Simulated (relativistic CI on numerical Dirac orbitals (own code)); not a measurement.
# d1 to d9 in one octahedral field

Computed with a parametric ligand-field model without spin-orbit coupling, by exact diagonalisation: B = 510, C = 2420, 10Dq = 23500 cm⁻¹ (Oh; |10Dq|/B = 46.1) for every shell. Energies in cm⁻¹; the field energy is (0.6 n_e − 0.4 n_t2) × 10Dq of the ground term; g labels are left out. So small a B with so large a field is typical of 4d and 5d ions, where spin-orbit coupling, left out here, reaches 1,000 to 4,000 cm⁻¹.

```tsv
Shell	Ground term	Electrons in e	Field energy	First spin-allowed bands	Lowest term of other spin
d1	2T2	0.000	-9400	2E 23500	
d2	3T1	0.011	-18531	3T2 22299, 3T1 28749	1T2 8095
d3	4A2	0.000	-28200	4T2 23500, 4T1 29137	2E 11259
d4	3T1	0.020	-37132	3E 21243, 3T1 21867	1T2 6952
d5	2T2	0.037	-46136	2A2 20560, 2T1 20731	4T1 12245
d6	1A1	0.029	-55709	1T1 21784, 1T2 28912	3T1 16684
d7	2E	1.020	-41831	2T1 21652, 2T2 22255	4T1 12072
d8	3A2	2.000	-28200	3T2 23500, 3T1 29137	1E 8854
d9	2E	3.000	-14100	2T2 23500
```

Low spin: d4, d5, d6, d7; the other shells keep the spin of the free ion. Only d4 to d7 can choose; the field needed to pair spins is smallest for d6 and largest for d5, which loses most exchange energy. In the strong-field picture 10Dq must exceed about 6B + 5C = 15160 (d4), 7.5B + 5C = 15925 (d5), 2.5B + 4C = 10955 (d6) and 4B + 4C = 11720 (d7); mixing of terms shifts these bounds somewhat.
